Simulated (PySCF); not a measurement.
Species: PP3SeSeSe nortricyclane, P4Se3.
Bonds: P1–Se2, P1–Se5, P1–Se7, Se2–P3, P3–P4, P3–P6, P4–Se5, P4–P6, P6–Se7.

The calculation used TDDFT wB97X-D/def2-SVPD, vertical, gas phase, core orbitals frozen in the response (PySCF). Isolated species at its PBE0-D3(BJ)/def2-SVP geometry (one conformer only). The wB97X-D/def2-SVPD calculation is non-relativistic and has no spin–orbit coupling, an omission that weighs most on selenium.

Orbital energies (eV): HOMO-3 -9.76, HOMO-2 -8.96, HOMO-1 -8.86, HOMO -8.85, LUMO -0.98, LUMO+1 0.26, LUMO+2 0.29.

Lowest singlets, with some entries withheld (?). Orbitals of the list HOMO-3 to LUMO+2 that lie within 0.01 eV of each other are written together with a slash and their weights summed (≥ marks a lower bound); for degenerate orbitals outside that list single weights are arbitrary.

```
state  ν̃ (cm⁻¹)       f           main configurations (H = HOMO, L = LUMO)
   S1      28710  0.0008                                     H-1/H→L (≥95%)
   S2      28730  0.0008                                     H-1/H→L (≥95%)
   S3      29350  0.0000                                        H-2→L (94%)
   S4      37100  0.0000                                        H-3→L (98%)
   S5      38170  0.0016    H-1/H→L+1 (≥23%), H-4→L (21%), H-1/H→L+2 (≥13%)
   S6      38200  0.0016    H-5→L (20%), H-1/H→L+1 (≥20%), H-1/H→L+3 (≥15%)
   S7          ?  0.0000  H-2→L+1 (27%), H-1/H→L+3 (≥20%), H-1/H→L+2 (≥19%)
   S8          ?  0.0047          H-4→L (28%), H-2→L+2 (26%), H-2→L+3 (14%)
   S9          ?  0.0046          H-5→L (28%), H-2→L+3 (27%), H-2→L+2 (14%)
  S10          ?  0.0000    H-2→L+1 (56%), H-1/H→L+6 (≥9%), H-1/H→L+3 (≥8%)
```

Problem. Fill in the withheld entries.

Solution. 
- S7: ν̃ = 38600 cm⁻¹
- S8: ν̃ = 40260 cm⁻¹
- S9: ν̃ = 40290 cm⁻¹
- S10: ν̃ = 40730 cm⁻¹

Problem. What is the mean static polarisability from the same response equations?

Solution. 166.8 au (24.71 Å³), with principal values 164.7, 164.8 and 170.9 au.

Problem. Where do the lowest triplets lie (Tamm–Dancoff)?

Solution. T1 3.27 eV, H-1/H→L (≥91%); T2 3.27 eV, H-1/H→L (≥91%); T3 3.33 eV, H-2→L (90%). E(S1) − E(T1) = +0.29 eV.

Problem. How far apart are S3 and S5, in eV and cm⁻¹?

Solution. 4.732 − 3.639 = 1.093 eV, or about 8820 cm⁻¹.
